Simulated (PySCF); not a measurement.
A mixed set of molecules.

All values: PBE0/def2-SVPD (PySCF) at GFN2-xTB geometries, gas phase, one conformer each. Core orbitals are frozen in the response; Δα² is half the sum of the squared differences of the principal polarisabilities.

(1) Rank by mean static polarisability, lowest first.
A. `O=Cc1ccccp1`
B. `[SiH2](SC)P`
C. `N#Cc1ccccc1N`
D. `O=C1OCC(F)=C1F`
E. `CC(=O)[C@H]1CS1`

(2) Rank by HOMO energy, lowest first.
A. `S1[C@@H](C(=O)C)C1`
B. `O=Cc1ccccp1`
C. `CS[SiH2]P`
D. `c1ccc(c(N)c1)C#N`
E. `O=C1OCC(F)=C1F`

(3) Rank by HOMO–LUMO gap, lowest first.
A. `CC(=O)[C@H]1CS1`
B. `p1ccccc1C=O`
C. `CS[SiH2]P`

## Answers

(1) D (7.87 Å³), E (10.12 Å³), B (13.26 Å³), C (13.98 Å³), A (14.32 Å³).

(2) E (-8.51 eV), B (-7.64 eV), A (-7.02 eV), C (-6.87 eV), D (-6.53 eV).

(3) B (5.12 eV), A (5.85 eV), C (6.81 eV).

All values together:

| SMILES | formula | μ (D) | HOMO (eV) | LUMO (eV) | α (Å³) | Δα (Å³) | electrons | α per electron (Å³) |
| --- | --- | --- | --- | --- | --- | --- | --- | --- |
| O=Cc1ccccp1 | C6H5OP | 3.77 | -7.64 | -2.52 | 14.32 | 9.37 | 64 | 0.224 |
| CC(=O)[C@H]1CS1 | C4H6OS | 2.39 | -7.02 | -1.17 | 10.12 | 3.05 | 54 | 0.187 |
| CS[SiH2]P | CH7PSSi | 1.79 | -6.87 | -0.06 | 13.26 | 5.93 | 58 | 0.229 |
| O=C1OCC(F)=C1F | C4H2F2O2 | 4.13 | -8.51 | -1.61 | 7.87 | 4.80 | 60 | 0.131 |
| N#Cc1ccccc1N | C7H6N2 | 4.28 | -6.53 | -1.34 | 13.98 | 9.80 | 62 | 0.226 |

Conformers: `[O:1]=[CH:2][c:3]1[cH:4][cH:5][cH:6][cH:7][p:8]1` with O1–C2–C3–C4 0°; `[CH3:1][C:2](=[O:3])[C@H:4]1[CH2:5][S:6]1` with C1–C2–C4–C5 -54°; `[CH3:1][S:2][SiH2:3][PH2:4]` with C1–S2–Si3–P4 -174°, S2–Si3–P4–H -168° and -75°.
